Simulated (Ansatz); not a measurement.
System: CHS, charge 0, doublet. CHS (SMILES [CH]=S, doublet).
B3LYP-D3(BJ)/def2-TZVP minimum from Ansatz (an electronic-structure program):
```xyz
3

C     -1.0230     0.1620    -0.1822
S      0.5022    -0.0352     0.0604
H     -1.8970    -0.4082     0.1273
```
Charge 0, spin multiplicity 2.

Total energies in cc-pV(Q+d)Z, 11 correlated electrons, 6 frozen orbitals. Open shells are spin-unrestricted; no spin-orbit coupling. Cores are frozen in correlated methods. No relativity. The UHF reference of CHS ([CH]=S, doublet) is spin-contaminated (<S^2> up to 0.26 over the pure value in the sets run).

```
method    program  energy (Eh)  minus CCSDT(Q) (mEh)
--------  -------  -----------  --------------------
HF         Ansatz   -435.94200                369.54
MP2        Ansatz   -436.25452                 57.02
CCSD       Ansatz   -436.28762                 23.92
CCSD(T)    Ansatz   -436.30815                  3.39
CCSDT(Q)   Ansatz   -436.31154                  0.00
```

Rough core times of Ansatz's runs on a shared machine: CCSD(T) 3 min, CCSDT(Q) 3 h.
